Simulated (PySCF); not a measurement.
From one molecule to another.

First species: C4H13NO2Si2.
SMILES: `O[Si@@H](OC[SiH3])[C@H]1CCN1`

Second species: C₅H₆F₃NO.
InChI=1S/C5H6F3NO/c6-5(7,8)10-4-1-2-9-3-4/h1,9H,2-3H2

Levels: PBE0/pcSseg-1 for HOMO energy, LUMO energy and HOMO–LUMO gap. Geometries: GFN2-xTB. All species are isolated and taken at one optimised geometry, non-relativistic unless stated. Electronic properties by PySCF.

Dipoles, sizes and rotational constants follow the conformer. The torsions of the flexible species, by atom-mapped SMILES:
- `[OH:1][Si@@H:2]([O:3][CH2:4][SiH3:5])[C@H:6]1[CH2:7][CH2:8][NH:9]1`: O1–Si2–O3–C4 -55°, Si2–O3–C4–Si5 92°, O1–Si2–C6–C7 -55°, H–O1–Si2–O3 -153°

The conformers of `FC(F)(F)OC1=CCNC1` aren't listed.

Values for the first species:

```
HOMO energy   : -6.42 eV
LUMO energy   : 0.85 eV
HOMO–LUMO gap : 7.27 eV
```

Question: Estimate the same properties for the second species, and the change in each.

Answer: 
| property | first | second | second less first |
| --- | --- | --- | --- |
| HOMO energy | -6.42 eV | -6.95 eV | -0.53 eV |
| LUMO energy | 0.85 eV | 0.23 eV | -0.62 eV |
| HOMO–LUMO gap | 7.27 eV | 7.18 eV | -0.09 eV |

